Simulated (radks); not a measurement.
Values are calculated unless marked as measured or tabulated.
Problem. The arsenic anion As3-, [Kr], held by a Watson sphere: a shell of charge +3 at radius R that stands for the Madelung well of a crystal (potential energy -3/R inside, -3/r outside, in hartree with lengths in bohr). Level of theory: scalar-relativistic Kohn-Sham, PBE, spin-unpolarised, spherical densities, point nucleus (a radial shooting solver on a logarithmic mesh with Libxc functionals). Response by self-consistent Sternheimer equations with the Hartree and adiabatic LDA kernel, the relativistic mass of each level held fixed and spin-orbit coupling left out. The sphere does not respond.

| R (bohr) | e(3d) (eV) | e(4s) (eV) | e(4p) (eV) | <r> 4p (bohr) | sum of <r^2> (bohr^2) | X-ray form factor at sin(theta)/lambda = 0.3 1/angstrom | alpha (bohr^3) |
|---|---|---|---|---|---|---|---|
| 2.6 | -38.489 | -15.412 | -6.901 | 2.584 | 65.81 | 22.477 | 45.65 |
| 3.45 | -37.590 | -13.216 | -5.338 | 2.929 | 80.74 | 22.588 | 83.58 |
| 3.63 | -37.470 | -12.875 | -5.049 | 3.000 | 84.06 | 22.606 | 94.94 |
| 4.04 | -37.236 | -12.229 | -4.456 | 3.159 | 91.86 | 22.635 | 126.4 |
| 4.63 | -36.966 | -11.556 | -3.753 | 3.382 | 103.8 | 22.654 | 188.1 |
| 4.65 | -36.958 | -11.537 | -3.732 | 3.389 | 104.2 | 22.654 | 190.6 |

Estimate the row for R = 4.93 bohr.

Solution. e(3d) (eV) -36.854; e(4s) (eV) -11.302; e(4p) (eV) -3.456; <r> 4p (bohr) 3.492; sum of <r^2> (bohr^2) 110.2; X-ray form factor at sin(theta)/lambda = 0.3 1/angstrom 22.658; alpha (bohr^3) 228.5.
